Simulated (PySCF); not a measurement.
Structure problem from calculated spectra and properties.

Formula: C3H9Al.

* XPS: C1s 289.6, C1s 290.5, C1s 290.7, Al1s 1566.8 eV [ΔSCF SCAN, pcX-2 on the ionised atom, pcseg-1 elsewhere, spin-free X2C]
* Rotational structure: rotational constants A, B, C: 21.265, 2.210, 2.146 GHz [PBE0-D3(BJ)/def2-SVP]
* 1H NMR: chemical shifts (computed TMS as zero) by class: 5.37 (2 H), 1.25 (2 H), 1.12 (3 H), 0.46 (2 H) ppm [GIAO B3LYP/pcSseg-1 (pcSseg-2 on Al)]
* UV, strongest line: among the 15 lowest singlet transitions: S8 at 8.08 eV (153 nm, f = 0.292) [TDDFT CAM-B3LYP/def2-SVPD]
* UV, first state: lowest singlet excitation: 4.92 eV (252 nm, f = 0.003) [TDDFT CAM-B3LYP/def2-SVPD]
* NMR, other nuclei: isotropic shieldings of nuclei other than C and H, by class: 261 (1 Al) ppm [GIAO B3LYP/pcSseg-1 (pcSseg-2 on Al)]
* 13C NMR: chemical shifts (computed TMS as zero) by class: 23.4 (1 C), 18.6 (1 C), 18.0 (1 C) ppm [GIAO B3LYP/pcSseg-1 (pcSseg-2 on Al)]

Gas-phase values; electronic properties from PySCF, density fitting. Levels stand in brackets. One conformer (not necessarily the lowest) at the PBE0-D3(BJ)/def2-SVP geometry, without solvent, vibrations or thermal averaging. NMR values are class means; diastereotopic atoms form classes of their own.

Q: Propose a structure and show how it fits.

A: 3 carbons fall into 3 classes; from least to most shielded: carbon bonded to C and 3 H (23.4 ppm), carbon bonded to 2 C and 2 H (18.6 ppm), carbon bonded to Al, C and 2 H (18.0 ppm). Hydrogen classes from least to most shielded: 2 H on an aluminium bonded to C and 2 H (5.37 ppm), 2 H on a carbon bonded to 2 C and 2 H (1.25 ppm), 3 H on a carbon bonded to C and 3 H (1.12 ppm), 2 H on a carbon bonded to Al, C and 2 H (0.46 ppm). The other shieldings belong to: 261 ppm, aluminium bonded to C and 2 H. The core levels belong to: C1s 289.6 eV, carbon bonded to Al, C and 2 H; C1s 290.5 eV, carbon bonded to C and 3 H; C1s 290.7 eV, carbon bonded to 2 C and 2 H; Al1s 1566.8 eV, aluminium bonded to C and 2 H. By its constants the optimised geometry is an asymmetric top. Structure: AlH2(nPr) (`[H][Al]([H])[CH2]CC`). Computed isomers that give other values at the same levels: `[CH3][Al]([CH3])[CH3]` (13C chemical shifts (computed TMS as zero) by class: -6.7 (3 C) ppm). The assignments are read from this structure; whether some other isomer fits the data as well wasn't checked.
